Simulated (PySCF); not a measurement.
1-bromo-1,1-difluoroethane (C₂H₃BrF₂), SMILES C(Br)(F)(F)C.

The structure is a stationary point at PBE0-D3(BJ)/def2-SVP.

Two levels are set side by side: PBE/def2-TZVP (PySCF) and M06-2X/def2-TZVP (PySCF). Same geometry, gas phase. Differences are taken from unrounded values.

| quantity | M06-2X |
|---|---|
| orbital gap (eV) | 10.30 |
| highest occupied level (eV) | -9.84 |
| lowest empty level (eV) | 0.46 |
| dipole moment (D) | 2.20 |
| mean polarisability (bohr³) | 45.5 |

Question: What does PBE give, and how far is it from M06-2X? (An estimate is asked for; the answer gives what the named calculation found.)

Answer: 
```csv
quantity,PBE,PBE minus M06-2X
orbital gap (eV),5.70,-4.59
highest occupied level (eV),-7.18,2.66
lowest empty level (eV),-1.47,-1.94
dipole moment (D),2.08,-0.13
mean polarisability (bohr³),47.4,1.9
```

Without exact exchange PBE keeps part of each electron's self-repulsion, which lifts occupied levels and narrows the gap. PBE's more diffuse valence density responds more strongly to a field. Differences between two approximate levels are no errors against the true value.

Rough cost on one machine, each run with all the roots and properties that it gave: M06-2X against PBE about 3 times.
